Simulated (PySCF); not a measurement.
# Converging CsF in the basis (PBE)

PySCF, UKS reference; singlet, unpaired electrons none; De to Cs + F without counterpoise correction.

```
     basis                           relativity  functions  Re (Å)  ωe (cm⁻¹)  De (eV)  μ (D)
  def2-SVP  scalar-relativistic core potentials         38   2.406        366     4.98  -7.24
 def2-SVPD  scalar-relativistic core potentials         50   2.461        323     5.25  -8.49
 def2-TZVP  scalar-relativistic core potentials         60   2.390        355     5.27  -7.52
def2-TZVPP  scalar-relativistic core potentials         67   2.364        356     5.33  -7.35
```

**Question.** How does each smaller set differ from the one with most functions, def2-TZVPP?

**Answer.** def2-SVP: +4.2 pm, +2.8 % in ωe, -0.35 eV in De; def2-SVPD: +9.7 pm, -9.3 % in ωe, -0.08 eV in De; def2-TZVP: +2.6 pm, -0.3 % in ωe, -0.06 eV in De. All at PBE; the set with most functions is neither the basis-set limit nor always the best.

A positive dipole means Cs(−)F(+). Measured (Huber and Herzberg, Constants of Diatomic Molecules (1979)): Re = 2.345351 Å, ωe = 352.56 cm⁻¹. These are scalar-relativistic numbers at best; spin–orbit coupling would shift them, the dissociation energy most.
